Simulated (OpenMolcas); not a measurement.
# Co6+, Rh6+, Ir6+: d³ down the group

```
Program             : OpenMolcas
Method              : XMS-CASPT2, IPEA 0.25 Eh, imaginary shift 0.1 Eh
Basis               : ANO-RCC-VTZP
Scalar Hamiltonian  : DKH2, point nucleus
Spin-orbit coupling : RASSI with atomic mean-field integrals over the reference wave functions, term energies averaged over their components
```

Active space for each ion: 3 electrons in 10 orbitals (d d); closed shells correlated by CASPT2: Co6+ 3s 3p; Rh6+ 4s 4p; Ir6+ 5s 5p.

Computed levels in cm-1 above ⁴F_3/2:

| Level | Co6+ | Rh6+ | Ir6+ |
| --- | --- | --- | --- |
| ⁴F_5/2 | 736 | 1864 | 8370 |
| ⁴F_7/2 | 1719 | 4080 | 14560 |
| ⁴P_1/2 | 22140 | 15410 | 19860 |
| ⁴P_5/2 | 23320 | 18270 | 29880 |
| ²G_7/2 | 24950 | 18810 | 28120 |
| ²G_9/2 | 25920 | 19920 | 45680 |
| ²P_3/2 | 31480 | 29110 | 49220 |
| ²P_1/2 | 31790 | 23650 | 35190 |
| ²H_9/2 | 34240 | 26220 | 29470 |
| weight of ⁴F in the lowest level (%) | 100 | 97 | 79 |

Mixed levels, with the weight of the term that names them: Co6+ ²P_3/2 (59 %), Rh6+ ²G_9/2 (66 %), Rh6+ ²P_3/2 (52 %), Rh6+ ²H_9/2 (69 %), Ir6+ ⁴P_1/2 (68 %), Ir6+ ²G_9/2 (58 %), Ir6+ ²P_3/2 (56 %), Ir6+ ²P_1/2 (68 %), Ir6+ ²H_9/2 (55 %).

Measured, with the error of the calculation in %. Measured levels: Co6+ from Sugar and Corliss, J. Phys. Chem. Ref. Data 10, 1097 (1981).

```
 Level          Co6+
⁴F_5/2    698 (+5.4)
⁴F_7/2   1610 (+6.8)
⁴P_1/2  21096 (+5.0)
⁴P_5/2  22187 (+5.1)
```

The fine-structure level ⁴F_7/2 changes by a factor of 8.47 from Co6+ to Ir6+.

Without spin-orbit coupling ⁴P lies 21210, 13360, 12340 cm-1 above ⁴F in that order; the difference to the level ⁴P_1/2, of either sign, comes from spin-orbit coupling, which also lowers the zero.

Term energies are means over components that CASPT2 splits; among the terms shown or strongly mixed into the levels shown the widest spread is 2200 cm-1 (4d³ ⁴F, Rh6+). Active for correlation alone: 4d; no level in the range computed is led by a configuration that fills it, so any true level of that kind is missing (holds for Co6+). The CASPT2 spread within a term exceeds the gap to the next term for 3d³ ²D(1) and 3d³ ²H, so the order of their levels is uncertain (holds for Co6+). Active for correlation alone: 5d; no level in the range computed is led by a configuration that fills it, so any true level of that kind is missing (holds for Rh6+). Active for correlation alone: 6d; no level in the range computed is led by a configuration that fills it, so any true level of that kind is missing (holds for Ir6+). Measured partners are found by configuration, term and J. A level has none where our copy of the source lacks it or the pairing is in doubt (some pairs that miss far off the trend of their configuration count as doubtful), and it then counts in no deviation. Only configurations of the active space appear.

A number in round brackets counts repeated terms of one configuration in the order of the reference energies.
